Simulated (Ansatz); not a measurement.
Li5H4⁺: single points at one geometry.

```yaml
crystal:
  periodic: [false, false, false]
  atoms:
    - {symbol: Li, position_ang: [0.862692, -2.292734, -0.253094]}
    - {symbol: Li, position_ang: [-1.006871, 2.238657, 0.198905]}
    - {symbol: Li, position_ang: [0.605226, 0.480980, -2.338012]}
    - {symbol: Li, position_ang: [0.215830, 0.080937, 0.081097]}
    - {symbol: Li, position_ang: [-0.750788, -0.535592, 2.283282]}
    - {symbol: H, position_ang: [-0.848105, 0.958433, 1.379541]}
    - {symbol: H, position_ang: [0.894690, -0.940933, -1.362003]}
    - {symbol: H, position_ang: [0.152246, -1.491941, 1.130273]}
    - {symbol: H, position_ang: [-0.124920, 1.502183, -1.119999]}
basis:
  gaussian: {orbitals: 6-31G}
total_charge: 1
hamiltonian: {xc: hf}
scf: {omitted_lower_state_checks: [starts]}
output: {orbitals: {seedname: orbitals}}
```

The file start.molden holds the orbitals of an earlier run on this structure, at another level or in another basis.

```sh
$ ansatz run in.yaml --threads 4 --pin off --events-out ev --progress --plain --max-ram 3916MiB
```

Shortened log:

```
Functional definition: HF
758 factors; integrals over basis functions are off by at most 3.4e-5 eV
mean field evaluation 1: about -1072.9547 eV, gradient 1.2e1 eV
mean field evaluation 2: about -1073.0250 eV, gradient 1.2e1 eV
mean field evaluation 4: about -1073.8883 eV, gradient 3.5e-1 eV
mean field evaluation 8: about -1073.8888 eV, gradient 6.9e-4 eV
mean field -1073.88876921 eV, -39.4646843605 hartree, gradient 9.9e-6 eV, S^2 0.000000; 0 other end points of the search recorded, 0 dependent functions left out
reference -1073.88876921 eV, -39.4646843605 hartree; 9, 9 occupied and 44, 44 virtual orbitals, 758 factors
Total energy: -1073.88876921 eV, -39.4646843605 hartree
Checks for a lower state left out: starts
```

It took 0.21 s on 4 threads of Arm Neoverse V1 on a shared host.

First input, but with `gaussian: {orbitals: STO-3G}` (abridged; 0.1 s):

```
Functional definition: HF
mean field -1058.36681406 eV, -38.8942630300 hartree, gradient 1.7e-5 eV, S^2 0.000000
Total energy: -1058.36681406 eV, -38.8942630300 hartree
Checks for a lower state left out: starts
```

As the first input, with `gaussian: {orbitals: def2-TZVP, initial_orbitals: start.molden}`, `hamiltonian: {xc: pbe, dispersion: d4}` (abridged; 0.6 s):

```
Functional definition: PBE
mean field -1081.91022373 eV, -39.7594673768 hartree, gradient 4.4e-5 eV, S^2 0.000000
Total energy: -1082.01489655 eV, -39.7633140322 hartree
Checks for a lower state left out: starts
```

The first input with `gaussian: {orbitals: def2-TZVP, initial_orbitals: start.molden}`, `hamiltonian: {xc: {name: B97M-V}}` (abridged; 3.1 s):

```
Functional definition: B97M-V
mean field -1090.16685430 eV, -40.0628929539 hartree, gradient 5.9e-6 eV, S^2 0.000000
Total energy: -1090.16693481 eV, -40.0628959125 hartree
Checks for a lower state left out: starts
```

The first input with `gaussian: {orbitals: def2-TZVP, initial_orbitals: start.molden}`, `hamiltonian: {xc: pbe0, dispersion: d4}`, `output: {forces: true, orbitals: {seedname: orbitals}}` and without the key `scf` (abridged; 0.87 s):

```
Functional definition: PBE0
mean field -1082.76956803 eV, -39.7910476977 hartree, gradient 6.9e-6 eV, S^2 0.000000; 1 other end points of the search recorded, 0 dependent functions left out
Total energy: -1082.85885337 eV, -39.7943288734 hartree
Atom 0 force    -0.004260     0.000260    -0.000450 eV/Å
Atom 1 force    -0.002382    -0.002816    -0.002057 eV/Å
Atom 2 force    -0.003721    -0.001019     0.000281 eV/Å
Atom 3 force    -0.003898    -0.001354    -0.001251 eV/Å
Atom 4 force    -0.002346    -0.001147    -0.002643 eV/Å
Atom 5 force     0.005245    -0.001772    -0.002531 eV/Å
Atom 6 force     0.000708     0.003855     0.004698 eV/Å
Atom 7 force     0.005203     0.003267     0.000921 eV/Å
Atom 8 force     0.005451     0.000725     0.003034 eV/Å
Dipole moment:    -0.141632    -0.053154    -0.053284 e Å
```

The first input with `gaussian: {orbitals: def2-TZVP, initial_orbitals: start.molden}`, `hamiltonian: {xc: {name: BHLYP}, dispersion: d4}` (abridged; 0.75 s):

```
Functional definition: BHLYP
mean field -1085.62042704 eV, -39.8958148338 hartree, gradient 2.2e-5 eV, S^2 0.000000
Total energy: -1085.74296189 eV, -39.9003179065 hartree
Checks for a lower state left out: starts
```

The first input with `gaussian: {orbitals: def2-TZVPP, initial_orbitals: start.molden}`, `correlation: {method: ccsd_t}` and without the key `hamiltonian` (abridged; 12 s):

```
Functional definition: HF
mean field -1074.65239409 eV, -39.4927470572 hartree, gradient 1.8e-6 eV, S^2 0.000000
second order -7.45754835 eV of doubles, -0.00000000 eV of singles
cycle   1  -8.55768146 eV  change    -1.1e0 eV  update   6.0e-2
cycle   2  -8.88368084 eV  change   -3.3e-1 eV  update   1.8e-2
cycle   3  -8.87568188 eV  change    8.0e-3 eV  update   2.7e-3
cycle   4  -8.87434560 eV  change    1.3e-3 eV  update   9.1e-4
cycle   5  -8.87495042 eV  change   -6.0e-4 eV  update   3.1e-4
cycle   6  -8.87507543 eV  change   -1.3e-4 eV  update   9.9e-5
cycle   7  -8.87506440 eV  change    1.1e-5 eV  update   2.8e-5
cycle   8  -8.87505841 eV  change    6.0e-6 eV  update   8.1e-6
perturbative correction -0.04438785 eV, -0.0016312235 hartree
Total energy: -1083.57184035 eV, -39.8205306616 hartree
Checks for a lower state left out: starts
```

Geometry: PBE0-D4/def2-TZVP.

Correlated methods freeze no core orbitals; core or outer-core shells of Li are correlated, in sets that lack core-valence functions. The structure comes from a short search, and lower isomers may exist.
